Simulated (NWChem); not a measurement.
Species: H$_{2}$SeO$_{2}$; SMILES O[Se]O

```xyz
5

Se     0.3926    -0.0102     0.0000
O     -0.7306    -0.0904     1.3936
H     -0.9998     0.8128     1.6068
O     -0.7306    -0.0904    -1.3936
H     -0.9998     0.8128    -1.6068
```
Atoms are numbered in this order, from 1.

Program: NWChem. Coordinates come from a PBE0/def2-SVP optimisation. Static field.

For level PBE/def2-SVPD:

| Quantity | Value |
|---|---|
| isotropic polarisability (bohr³) | 40.7 |

Task: What are these values for level LC-BLYP (range parameter 0.33 per bohr)/def2-SVPD?

Result: The isotropic polarisability (bohr³) is 38.8.
